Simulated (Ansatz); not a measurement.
Ideal-gas functions of F2Ge2H4, SMILES `[F][GeH]([F])[GeH3]` at 800 K and 1 bar, from an Ansatz frequency run at PBE0-D4/def2-TZVP.

Molar mass 187.25 g/mol, point group Cs (symmetry number 1), electronic degeneracy 1, moments of inertia 97.511, 353.203, 403.943 u Å². Harmonic wavenumbers (cm⁻¹, unscaled): 64, 110, 146, 231, 276, 467, 468, 682, 703, 726, 730, 793, 875, 877, 2159, 2169, 2179, 2189.

Use S(trans) = R[1.5 ln M + 2.5 ln T − 1.1517]; rotational temperatures θ = 24.2544 K / I; S(rot) = R[ln(√π/σ · √(T³/θAθBθC)) + 1.5]; for each mode x = 1.438777 ν̃/T, S = R[x/(eˣ − 1) − ln(1 − e⁻ˣ)] and H = RT x/(eˣ − 1); 1 cm⁻¹ = 0.0119627 kJ/mol; R = 8.31446 J/(mol·K).

Q: By hand: the entropy, in J/(mol·K).

A: Translation 194.6. Rotation: θ = 0.2487, 0.0687, 0.06 K, giving 129.2. Vibration, mode by mode: 26.29, 21.80, 19.46, 15.68, 14.22, 10.01, 9.99, 7.12, 6.90, 6.66, 6.62, 6.03, 5.35, 5.34, 0.85, 0.84, 0.83, 0.82, in all 164.8. Electronic 0.0. Sum 488.6 J/(mol·K).

Q: By hand: H − E and G − E in kJ/mol, counted from the electronic energy.

A: Zero-point energy ½ × 15844 × 0.0119627 = 94.8; thermal vibration 60.8; translation, rotation and pV give 4 RT = 26.6. H − E = 182.2 kJ/mol, and G − E = 182.2 − 800 × 488.6/1000 = -208.7 kJ/mol.

Vibration gives 34 % of the entropy, 67.6 J/(mol·K) of it from the modes under 150 cm⁻¹: soft modes count most, and the harmonic formula is weakest for them.
